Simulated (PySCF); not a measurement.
## Titanium: a sound run and one with changed settings

Sound run: Ti [Ar] 3d2 4s2, Ti⁺ [Ar] 3d2 4s1. Computed with PySCF 2.14 in jorge-DZP-DKH, with scalar relativity by spin-free X2C-1e. In the sound run the correlated levels freeze [Ar]. The sound run starts from symmetry-adapted Hartree-Fock orbitals and uses a fine grid where one is needed.

Changed run: the non-relativistic Hamiltonian (point nucleus). This setting is unsound on purpose.

```json
{"species": "Ti", "method": "UHF", "sound run (hartree)": "-852.71654", "changed run (hartree)": "-847.48640", "converged": "yes"}
{"species": "Ti", "method": "PBE0", "sound run (hartree)": "-853.48809", "changed run (hartree)": "-848.24057", "converged": "yes"}
{"species": "Ti", "method": "PBE", "sound run (hartree)": "-853.45693", "changed run (hartree)": "-848.20330", "converged": "yes"}
{"species": "Ti", "method": "MP2", "sound run (hartree)": "-852.74808", "changed run (hartree)": "-847.51760", "converged": "yes"}
{"species": "Ti⁺", "method": "UHF", "sound run (hartree)": "-852.51355", "changed run (hartree)": "-847.28490", "converged": "yes"}
{"species": "Ti⁺", "method": "PBE0", "sound run (hartree)": "-853.24842", "changed run (hartree)": "-848.00287", "converged": "yes"}
{"species": "Ti⁺", "method": "PBE", "sound run (hartree)": "-853.21353", "changed run (hartree)": "-847.96197", "converged": "yes"}
{"species": "Ti⁺", "method": "MP2", "sound run (hartree)": "-852.52053", "changed run (hartree)": "-847.29178", "converged": "yes"}
```

Ionisation energy of Ti:

| method | sound run (eV) | changed run (eV) |
| --- | --- | --- |
| UHF | 5.524 | 5.483 |
| PBE0 | 6.522 | 6.468 |
| PBE | 6.623 | 6.567 |
| MP2 | 6.192 | 6.145 |
| SCS-MP2 | 6.329 | 6.281 |

Most of the change in total energy is the relativistic energy itself. On top of that the contraction fixes the core shape for the Hamiltonian it was made with, so the changed run is not a good calculation with the other Hamiltonian either.

For comparison, NIST gives 6.828 eV between the lowest levels.
